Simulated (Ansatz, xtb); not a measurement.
C4H5FO4: 6 structures ranked

6 gas-phase structures of C4H5FO4, from a drawn sample of its isomers (lower ones may exist). Each was relaxed with GFN2-xTB; where two conformers were screened, the lower at r2SCAN-D4/def2-SVP is listed:

A. `O=C(O)[C@@H]1OC[C@H](F)O1`, a singlet
B. `CO[C@]1(F)COC(=O)O1`, a singlet
C. `O=CO[C@@H]1OC[C@H](F)O1`, a singlet
D. `C[C@H](F)OC(=O)OC=O`, a singlet
E. `O=CO[C@@H]1OCO[C@@H]1F`, a singlet
F. `CC(=O)O[C@H](F)OC=O`, a singlet

Q: Make a reasoned guess at their ranking by r2SCAN-D4/def2-SVP single-point energy.

A: Calculated order at r2SCAN-D4/def2-SVP: F (0.000), D (0.094), B (0.125), A (0.668), C (0.786), E (0.993) eV. Less than 1 kcal/mol parts D and B, so the order within that pair means little.

Energies above the lowest of each column, in eV; the last columns are at B3LYP-D3(BJ)/def2-SVP geometries and were run for some of them only (a dash: not run or not comparable):

| structure | GFN2-xTB | HF/STO-3G | r2SCAN-D4/def2-SVP | B3LYP-D3(BJ)/def2-SVP | CCSD(T)/def2-SVP + ΔMP2/def2-TZVPP |
| --- | --- | --- | --- | --- | --- |
| F | 0.882 | 1.306 | 0.000 | 0.000 | 0.000 |
| D | 0.724 | 1.295 | 0.094 | 0.094 | 0.120 |
| B | 0.000 | 0.000 | 0.125 | 0.204 | 0.203 |
| A | 0.927 | 0.876 | 0.668 | 0.710 | – |
| C | 0.785 | 0.541 | 0.786 | – | – |
| E | 1.099 | 0.839 | 0.993 | – | – |

CCSD(T)/def2-SVP + ΔMP2/def2-TZVPP puts F lowest of those it was run on; GFN2-xTB picks B, HF/STO-3G picks B. Some further structures that were screened fall inside this span and aren't listed. Flexible structures stand in one conformer each, not always the lowest. Frequencies (GFN2-xTB) were run for B, D, F alone. ΔMP2 is the change of the MP2 energy from the smaller to the larger basis.

Over these structures GFN2-xTB departs from r2SCAN-D4/def2-SVP by 0.309 eV on average once a common shift is removed. A GFN2-xTB relaxation took about 0.14 s and the r2SCAN-D4/def2-SVP energy about 2.3 s on a shared host (Ansatz 0.2.0, xtb 6.7.1).
